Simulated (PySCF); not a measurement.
Structure from 2D NMR

Compound of formula C5H13OPSi. Correlations simulated from computed shifts and the bond graph:

HSQC (one-bond C–H):
```
  δH    δC
3.84  53.3
1.94  19.9
1.58  19.9
1.51  19.8
0.54  19.8
```

COSY cross peaks (H two or three bonds apart, from the bond graph; peaks can be absent where the dihedral angle is near 90°):
```
  δH    δH
4.87  1.51
4.87  0.54
2.99  1.94
2.99  1.58
1.94  1.58
1.94  1.51
1.94  0.54
1.58  1.51
1.58  0.54
1.51  0.54
```

HMBC (two and three bonds, from the bond graph):
```
  δH                δC
4.87  53.3, 19.9, 19.8
2.99        19.9, 19.8
1.94        19.9, 19.8
1.58        19.9, 19.8
1.51        19.9, 19.8
0.54        19.9, 19.8
```

Theoretical values (PySCF): coordinates at the GFN2-xTB level, PBE0/pcSseg-1 with gauge-including orbitals. Relativity neglected, gas phase, one computed conformer, fast rotation and ring inversion assumed for equivalent nuclei.

Shifts are taken against calculated references (same method and geometry level): $^{1}$H (σref 31.72) and $^{13}$C (σref 186.93) against TMS.

Exchangeable hydrogens are left out of these lists.

Task: Which molecule is this?

Result: `P1CC[SiH](OC)CC1`.

Atom-mapped SMILES (the numbers label the heavy atoms): `[CH3:1][O:2][SiH:3]1[CH2:4][CH2:5][PH:6][CH2:7][CH2:8]1`. Hydrogens are named by the atom that carries them. Ha(C4), Ha(C5), Ha(C7), Ha(C8) are cis to O2 on the ring; Hb(C4), Hb(C5), Hb(C7), Hb(C8) are trans to O2 on the ring.

- δC 53.3 is C1, a methyl carbon bonded to O (δH 3.84).
- δC 19.9 is C5/C7, an sp3 CH2 bonded to P (δH 1.58, 1.94).
- δC 19.8 is C4/C8, an sp3 CH2 bonded to Si (δH 1.51, 0.54).
- COSY links 4.87–1.51, 4.87–0.54, 2.99–1.94, 2.99–1.58, 1.94–1.58, 1.94–1.51.

The shifts were computed for this structure.

Shifts are as computed. Against solution values, carbons near 30 ppm lie about +3 ppm off and those near 130 ppm about +5 ppm. Of 1211 compounds with measured shifts, 218 miss one by over three times the rms of a fit or turn the order of signals round; such compounds aren't used in these exercises.
